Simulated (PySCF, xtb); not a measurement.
1-bromo-1-fluoropropa-1,2-diene (C3H2BrF), SMILES C=C=C(F)Br.

GFN2-xTB (xtb) at its own geometry gives an orbital gap of 3.75 eV and a dipole moment of 3.70 D.

Geometry: PBE0-D3(BJ)/def2-SVP.

Task: What does PySCF with PBE/def2-TZVP give? (An estimate is asked for; the answer gives what the named calculation found.)

Result: gap 3.78 eV (levels -6.09 and -2.30 eV), dipole 1.70 D.
